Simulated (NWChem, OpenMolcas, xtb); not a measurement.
## SnCl2 (SMILES [Cl][Sn][Cl]): methods side by side

SnCl2: 3 atoms, total charge 0, spin state singlet. SMILES: `[Cl][Sn][Cl]`. Geometry: relaxed at PBE0-D4/def2-TZVP.

```csv
atom,x (Å),y (Å),z (Å)
Cl,1.1542,1.2207,0.7560
Sn,-0.7969,0.5189,-0.3766
Cl,-0.3682,-1.8045,-0.3926
```

Quantity: the HOMO–LUMO gap, in eV. The values are calculated.

```json
{"level": "GFN0-xTB", "kind": "semi-empirical", "program": "xtb", "value (eV)": "3.85", "CPU time": "under 2 s"}
{"level": "HF/def2-SVP (core potential)", "kind": "Hartree–Fock", "program": "OpenMolcas", "value (eV)": "9.83", "CPU time": "4 s"}
{"level": "SVWN5/def2-SVP (core potential)", "kind": "LDA", "program": "OpenMolcas", "value (eV)": "3.08", "CPU time": "8.5 s"}
{"level": "PBE/def2-SVP (core potential)", "kind": "GGA", "program": "OpenMolcas", "value (eV)": "3.13", "CPU time": "10 s"}
{"level": "r2SCAN/def2-SVP (core potential)", "kind": "meta-GGA", "program": "OpenMolcas", "value (eV)": "3.48", "CPU time": "12 s"}
{"level": "B3LYP/def2-SVP (core potential)", "kind": "global hybrid", "program": "NWChem", "value (eV)": "4.45", "CPU time": "14 s"}
{"level": "B2PLYP/def2-SVP (core potential)", "kind": "double hybrid", "program": "OpenMolcas", "value (eV)": "6.67", "CPU time": "7.6 s"}
```

The values span 3.08 to 9.83 eV. Orbital gaps aren't excitation energies, and those of double hybrids come from the SCF part alone; they tend to grow with the share of exact exchange. CPU times are rough (shared hosts, several kinds of processor and program).
